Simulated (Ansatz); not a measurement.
```yaml
crystal:
  periodic: [false, false, false]
  atoms:
    - {symbol: Si, position_ang: [-2.154156, 0.430161, 1.291886]}
    - {symbol: Ge, position_ang: [-0.365443, -1.292040, 1.153542]}
    - {symbol: Si, position_ang: [1.674477, -0.272160, -0.143049]}
    - {symbol: Ge, position_ang: [0.945649, 0.731941, -1.942898]}
    - {symbol: H, position_ang: [-1.433313, 1.703342, 1.812826]}
    - {symbol: H, position_ang: [-2.384569, 0.967846, -0.322486]}
    - {symbol: H, position_ang: [-3.343440, -0.049660, 1.918237]}
    - {symbol: H, position_ang: [-0.127398, -1.661457, 2.478892]}
    - {symbol: H, position_ang: [-0.868319, -2.367071, 0.223338]}
    - {symbol: H, position_ang: [2.090248, 0.807288, 1.038339]}
    - {symbol: H, position_ang: [2.640438, -1.377881, 0.076694]}
    - {symbol: H, position_ang: [0.033743, 1.859955, -1.864497]}
    - {symbol: H, position_ang: [2.352033, 1.142182, -2.678290]}
    - {symbol: H, position_ang: [0.575121, -0.628765, -2.989335]}
basis:
  gaussian: {orbitals: 6-31G, final_grid: {core_spheres: 8, valence_spheres: 7, degree: 23}}
hamiltonian: {xc: {name: revPBE}, dispersion: d3bj}
relax: {f_tol: 0.001, max_steps: 1}
```

```sh
$ ansatz run in.yaml --threads 4 --pin off --events-out ev --progress --plain --max-ram 11315MiB
```

It prints (some lines left out):

```
Functional definition: revPBE
1474 factors; their error is unknown
mean field evaluation 1: about -128917.8206 eV, gradient 2.0e1 eV
mean field evaluation 2: about -128918.4958 eV, gradient 1.6e1 eV
mean field evaluation 4: about -128918.7522 eV, gradient 5.2e-1 eV
mean field evaluation 8: about -128918.6707 eV, gradient 1.3e-1 eV
mean field evaluation 16: about -128918.6708 eV, gradient 2.8e-5 eV
mean field -128918.67075961 eV, -4737.6737662022 hartree, gradient 2.8e-5 eV, S^2 0.000000; 0 other end points of the search recorded, 0 dependent functions left out
reference -128918.67083821 eV, -4737.6737690908 hartree; 51, 51 occupied and 53, 53 virtual orbitals, 1474 factors
relax step   1: F+E_penalty+E_count = -128919.50411926 eV  Δ(F+E_penalty+E_count) = +0.000e0 eV  max|allowed force component| = 5.456e0 eV/Å  Δτ_max = 0.0000 Å  (25 SCF iters, accepted)
Error: geometry relaxation did not converge after 1 steps: max|allowed force component| = 5.46e0 eV/Å (threshold 1.0e-3). Raise `relax.max_steps` over both its present limit and 1, loosen `relax.f_tol`, or start from a geometry closer to equilibrium. Where this run's directory can be resumed (`checkpoint.write`), a resume goes on for up to `relax.max_steps` more
```

Task: What is wrong with this run?

Result: The relaxation is allowed too few steps for its threshold. The run did not converge.
